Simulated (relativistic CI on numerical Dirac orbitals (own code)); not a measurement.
# Ligand-field terms of d5

Computed with a parametric ligand-field model of a d^n configuration (Racah B and C, spin-orbit zeta, crystal field), exact diagonalisation.

Field parameters in Wybourne normalisation: Oh B⁴₀ = 21Dq, B⁴₄ = √(5/14) B⁴₀; Td as Oh with Dq negative (B⁴₀ = 21Dq, B⁴₄ = √(5/14) B⁴₀). The field is a parameter set, without covalency.

Question: Lowest levels for B = 980, C = 4680, ζ = 810 cm⁻¹, Td, 10Dq = -9800 cm⁻¹?

Answer: Γ7+Γ8 0 (S 2.50), Γ6 26468 (S 1.50), Γ8 26495 (S 1.50), Γ7 26591 (S 1.49), Γ8 26645 (S 1.50), Γ6 30722 (S 1.50), Γ8 30742 (S 1.50), Γ8 30872 (S 1.49), Γ7 31028 (S 1.49) cm⁻¹, with S from ⟨S²⟩ = S(S + 1). The ground level has 2.00 electrons in the cubic e pair.

Question: Lowest levels for B = 310, C = 1290, ζ = 100 cm⁻¹, Oh, 10Dq = 15250 cm⁻¹?

Answer: Γ7 0 (S 0.50), Γ8 172 (S 0.50), Γ8 9148 (S 1.50), Γ7 9151 (S 1.50), Γ8 9186 (S 1.50), Γ6 9207 (S 1.50), Γ6 11510 (S 1.50), Γ8 11511 (S 1.50), Γ8 11539 (S 1.50) cm⁻¹, with S from ⟨S²⟩ = S(S + 1). The ground level has 0.03 electrons in the cubic e pair.

Question: Lowest levels for B = 480, C = 1750, ζ = 810 cm⁻¹, Oh, 10Dq = 13450 cm⁻¹?

Answer: Γ7 0 (S 0.59), Γ8 1544 (S 0.58), Γ8 4249 (S 2.28), Γ7 4314 (S 2.31), Γ8 6443 (S 1.51), Γ6 6630 (S 1.50), Γ8 6889 (S 1.75), Γ7 7070 (S 1.71), Γ6 9758 (S 1.49) cm⁻¹, with S from ⟨S²⟩ = S(S + 1). The ground level has 0.12 electrons in the cubic e pair; its S is far from a half-integer, so spin-orbit coupling mixes spin states.

Question: Lowest levels for B = 370, C = 1820, ζ = 560 cm⁻¹, Oh, 10Dq = 14950 cm⁻¹?

Answer: Γ7 0 (S 0.53), Γ8 1010 (S 0.52), Γ8 6758 (S 1.84), Γ7 6839 (S 1.87), Γ8 7437 (S 1.50), Γ6 7564 (S 1.50), Γ8 8443 (S 2.23), Γ7 8482 (S 2.21), Γ6 10029 (S 1.50) cm⁻¹, with S from ⟨S²⟩ = S(S + 1). The ground level has 0.07 electrons in the cubic e pair.

Question: Lowest levels for B = 600, C = 2260, ζ = 580 cm⁻¹, Td, 10Dq = -8600 cm⁻¹?

Answer: Γ7 0 (S 2.49), Γ8 0 (S 2.49), Γ8 10117 (S 1.37), Γ7 10189 (S 1.41), Γ6 10292 (S 1.50), Γ8 10385 (S 1.49), Γ8 11947 (S 0.79), Γ7 12965 (S 0.70), Γ6 13934 (S 1.50) cm⁻¹, with S from ⟨S²⟩ = S(S + 1). The ground level has 2.01 electrons in the cubic e pair.
